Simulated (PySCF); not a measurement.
Two-component Hartree-Fock for Nb¹⁴⁺ (niobium, charge +14)

Start: [Ar] 3d9; 3d3/2 filled at m_j = -1/2, +1/2, +3/2; 3d5/2 filled at m_j = -5/2, -3/2, -1/2, +1/2, +3/2, +5/2. Calculated with PySCF 2.14 in an even-tempered Gaussian basis (17 s from 1.2 bohr⁻², ratio 2.8; 13 p from 1.5 bohr⁻², ratio 2.8; 8 d from 1.5 bohr⁻², ratio 2.8; 4 f from 8.2 bohr⁻², ratio 3): generalised Hartree-Fock with the X2C-1e Hamiltonian and a Gaussian nucleus; one run each with spin-orbit coupling (SO) screened by Boettger's factors, then bare. This is a chosen level, not necessarily the ground level.

```json
{"spinor shell": "1s1/2", "electrons": "2", "ε, screened SO (eV)": "-19427.8", "ε, bare SO (eV)": "-19427.8", "weight of nominal j (bare SO)": "1.000", "rms radius, bare SO (bohr)": "0.0415"}
{"spinor shell": "2s1/2", "electrons": "2", "ε, screened SO (eV)": "-3076.4", "ε, bare SO (eV)": "-3076.4", "weight of nominal j (bare SO)": "1.000", "rms radius, bare SO (bohr)": "0.171"}
{"spinor shell": "2p1/2", "electrons": "2", "ε, screened SO (eV)": "-2842.9", "ε, bare SO (eV)": "-2846.6", "weight of nominal j (bare SO)": "1.000", "rms radius, bare SO (bohr)": "0.149"}
{"spinor shell": "2p3/2", "electrons": "4", "ε, screened SO (eV)": "-2747.4", "ε, bare SO (eV)": "-2745.8", "weight of nominal j (bare SO)": "1.000", "rms radius, bare SO (bohr)": "0.153"}
{"spinor shell": "3s1/2", "electrons": "2", "ε, screened SO (eV)": "-799.29", "ε, bare SO (eV)": "-799.31", "weight of nominal j (bare SO)": "1.000", "rms radius, bare SO (bohr)": "0.465"}
{"spinor shell": "3p1/2", "electrons": "2", "ε, screened SO (eV)": "-707.65", "ε, bare SO (eV)": "-708.28", "weight of nominal j (bare SO)": "0.986", "rms radius, bare SO (bohr)": "0.462"}
{"spinor shell": "3p3/2", "electrons": "4", "ε, screened SO (eV)": "-693.80", "ε, bare SO (eV)": "-693.55", "weight of nominal j (bare SO)": "0.993", "rms radius, bare SO (bohr)": "0.471"}
{"spinor shell": "3d3/2", "electrons": "3", "ε, screened SO (eV)": "-539.99", "ε, bare SO (eV)": "-540.56", "weight of nominal j (bare SO)": "0.937", "rms radius, bare SO (bohr)": "0.448"}
{"spinor shell": "3d5/2", "electrons": "6", "ε, screened SO (eV)": "-536.89", "ε, bare SO (eV)": "-536.54", "weight of nominal j (bare SO)": "0.968", "rms radius, bare SO (bohr)": "0.451"}
```

| quantity | screened SO | bare SO |
| --- | --- | --- |
| E (hartree) | -3743.00104 | -3743.02470 |
| M_J | 3/2 | 3/2 |
| ⟨J²⟩ | 3.750 | 3.750 |
| ⟨L²⟩ | 6.006 | 6.006 |
| ⟨S²⟩ | 0.755 | 0.756 |

Each row is a mean over spinors that exchange with the open shell spreads, by up to 11.117 eV (3p1/2).

Breit and QED terms are absent; they matter most for the inner s and p1/2 levels.

Densities and radii are taken from the X2C orbitals without a picture-change correction, which distorts them close to the nucleus.
